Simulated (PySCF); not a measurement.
BCl3 (SMILES ClB(Cl)Cl), singlet, geometry from GFN2-xTB. Base run: DF-R2SCAN/cc-pVDZ in PySCF.

PySCF was given this input:
```python
from pyscf import gto, scf, dft

mol = gto.Mole()
mol.atom = '''
    B    -0.000129    0.000175   -0.010652
    Cl    0.026664    1.722908    0.028970
    Cl    1.478870   -0.884263   -0.031397
    Cl   -1.505497   -0.838697    0.005559
'''
mol.basis = 'cc-pvdz'
mol.charge = 0
mol.spin = 0
mol.verbose = 4
mol.build()

mf = dft.RKS(mol)
mf.xc = 'r2scan'
mf = mf.density_fit(auxbasis='def2-universal-jkfit')
mf.kernel()
```

Each row names what was changed in the base input (with any setting that the change needs).

| change | basis functions | E (Eh) | HOMO (eV) | HOMO-LUMO gap (eV) | dipole (D) | core-seconds (rough) |
|---|---|---|---|---|---|---|
| base | 68 | -1405.48411 | -7.93 | 5.87 | 0.01 | 7 |
| basis = LANL2DZ | ? | ? | ? | ? | ? | 4 |
| basis = pcseg-1 | 68 | -1405.39739 | -8.19 | 5.80 | 0.01 | 8 |
| basis = def2-SV(P) | 68 | ? | ? | ? | 0.01 | 6 |
| basis = 6-31G** | 68 | -1405.40906 | -8.01 | 5.75 | 0.01 | 7 |
| basis = 6-31G* | 68 | -1405.40906 | -8.01 | 5.75 | 0.01 | 6 |
| basis = 6-311G** | 96 | -1405.49854 | -8.13 | 5.74 | 0.01 | 9 |
| basis = def2-SVPD | ? | ? | ? | ? | 0.01 | 10 |
| basis = aug-pcseg-1 | 104 | -1405.40555 | -8.05 | 5.74 | 0.01 | 10 |
| basis = 6-311+G(2d,p) | 132 | -1405.50950 | -8.01 | 5.65 | 0.01 | 10 |
| basis = cc-pVTZ | 132 | -1405.53483 | -7.99 | 5.77 | 0.01 | 10 |
| basis = cc-pV(T+d)Z | ? | ? | -7.99 | ? | 0.01 | 20 |
| basis = def2-TZVPD | 175 | -1405.51834 | -8.01 | 5.65 | 0.01 | 20 |

Task: What belongs in the gaps?

Result: 
- basis = LANL2DZ, basis functions: 33
- basis = LANL2DZ, E (Eh): -69.77801
- basis = LANL2DZ, HOMO (eV): -8.34
- basis = LANL2DZ, HOMO-LUMO gap (eV): 5.82
- basis = LANL2DZ, dipole (D): 0.02
- basis = def2-SV(P), E (Eh): -1405.02533
- basis = def2-SV(P), HOMO (eV): -7.87
- basis = def2-SV(P), HOMO-LUMO gap (eV): 5.96
- basis = def2-SVPD, basis functions: 101
- basis = def2-SVPD, E (Eh): -1405.04053
- basis = def2-SVPD, HOMO (eV): -8.10
- basis = def2-SVPD, HOMO-LUMO gap (eV): 5.72
- basis = cc-pV(T+d)Z, basis functions: 147
- basis = cc-pV(T+d)Z, E (Eh): -1405.53758
- basis = cc-pV(T+d)Z, HOMO-LUMO gap (eV): 5.71

Totals compare only among sets that treat the same electrons; sets with core potentials leave the core out.
